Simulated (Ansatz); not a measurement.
Mulliken charges of `[OH][InH][OH]` from PBE/def2-TZVPP in Ansatz (PBE0-D4/def2-TZVP geometry).

| atom | x (Å) | y (Å) | z (Å) | charge (e) |
| --- | --- | --- | --- | --- |
| O1 | -1.025 | -1.054 | 0.444 | -0.478 |
| In2 | 0.017 | 0.345 | -0.505 | 0.695 |
| O3 | 1.614 | 0.702 | 0.598 | -0.484 |
| H4 | -1.834 | -1.317 | 0.001 | 0.170 |
| H5 | -0.349 | 1.108 | -1.970 | -0.087 |
| H6 | 1.618 | 0.152 | 1.386 | 0.185 |

**Question.** By hand: the dipole of these point charges (1 e Å = 4.8032 D).

**Answer.** Σ q r = (-0.261, 0.112, -0.425) e Å, of length 0.511 e Å = 2.45 D.

**Question.** How does the dipole of the full density compare? (An estimate is asked.)

**Answer.** Computed: (-0.321, -0.024, -0.292) e Å, 2.09 D; the point charges give 1.17 times that, at 23° from its direction.

Point charges leave out the atoms' own dipoles, such as those of lone pairs, and Mulliken's split depends on the basis, so the two needn't agree.
